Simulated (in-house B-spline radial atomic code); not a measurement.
Nd5+: [Kr] 4d9 4f2 5s2 5p5 8s1 (an excited or competing configuration)

Method: Dirac-Hartree-Fock, average of configuration, Fermi nucleus of rms radius 4.9123 fm. Calculated with an all-electron radial atomic-structure program (B-spline basis).

Z_r = [3n² - l(l+1)]/(2<r>); Z_e = n√(-2ε); the last column is Slater's effective charge. Values are occupation-weighted means over j. An effective charge above Z reflects the relativistic contraction of the inner shells.

| shell | electrons | ε (eV) | <r> (bohr) | Z_r | Z_e | Slater |
| --- | --- | --- | --- | --- | --- | --- |
| 1s | 2 | -43916 | 0.02363 | 63.49 | 56.81 | 59.70 |
| 2s | 2 | -7294.9 | 0.1004 | 59.77 | 46.31 | 55.85 |
| 2p | 6 | -6540.7 | 0.08856 | 56.46 | 43.85 | 55.85 |
| 3s | 2 | -1705.6 | 0.2648 | 50.99 | 33.59 | 48.75 |
| 3p | 6 | -1460.5 | 0.263 | 47.53 | 31.08 | 48.75 |
| 3d | 10 | -1112 | 0.2414 | 43.51 | 27.12 | 38.85 |
| 4s | 2 | -431.48 | 0.6011 | 39.93 | 22.53 | 32.25 |
| 4p | 6 | -346.59 | 0.6342 | 36.27 | 20.19 | 32.25 |
| 4d | 9 | -222.29 | 0.6886 | 30.50 | 16.17 | 21.20 |
| 5s | 2 | -121.05 | 1.353 | 27.72 | 14.91 | 13.75 |
| 4f | 2 | -95.707 | 0.8162 | 22.05 | 10.61 | 14.65 |
| 5p | 5 | -95.175 | 1.491 | 24.48 | 13.22 | 13.75 |
| 8s | 1 | -17.124 | 7.215 | 13.31 | 8.97 | 6.00 |

The least bound orbital is 8s1/2 at -17.12 eV, and it is also the most diffuse (<r> = 7.215 bohr). The part-filled 4d shell lies below the filled 5s shell in orbital energy.

Spin-orbit splittings of the orbital energies (j = l + 1/2 above j = l - 1/2 when positive): 2p 521.6 eV, 3p 106.5 eV, 3d 22.69 eV, 4p 23.89 eV, 4d 4.342 eV, 4f 0.5126 eV, 5p 4.554 eV.

For the 1s electron the small component carries 4.95 % of the norm, the zero-frequency Breit interaction raises the level by 122.4 eV, self-energy by 71.99 eV, and vacuum polarisation lowers it by 11.05 eV.
